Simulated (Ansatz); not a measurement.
CH₃F₃Zr, SMILES [CH3][Zr]([F])([F])[F], multiplicity 1.

Coordinates come from a r2SCAN-D4/def2-SVP optimisation. The spin state was assumed, not searched. The structure was generated by enumeration; whether it is a known compound was not checked. The def2 effective core potentials stand for the cores of Zr; spin–orbit coupling is left out.

Two levels are set side by side: PBE/def2-SVPD (Ansatz, a quantum-chemistry and plane-wave program) and CAM-B3LYP/def2-SVPD (Ansatz). Energy differences of separate SCF runs at the same geometry; the states with an electron removed or added have multiplicity 2 and 2. Differences are taken from unrounded values.

```csv
quantity,CAM-B3LYP
vertical ionisation energy (eV),10.87
vertical singlet–triplet gap (eV),5.03
```

Q: What does PBE give, and how far is it from CAM-B3LYP? (An estimate is asked for; the answer gives what the named calculation found.)

A: 
| quantity | PBE | PBE minus CAM-B3LYP |
|---|---|---|
| vertical ionisation energy (eV) | 10.62 | -0.26 |
| vertical singlet–triplet gap (eV) | 5.15 | 0.12 |
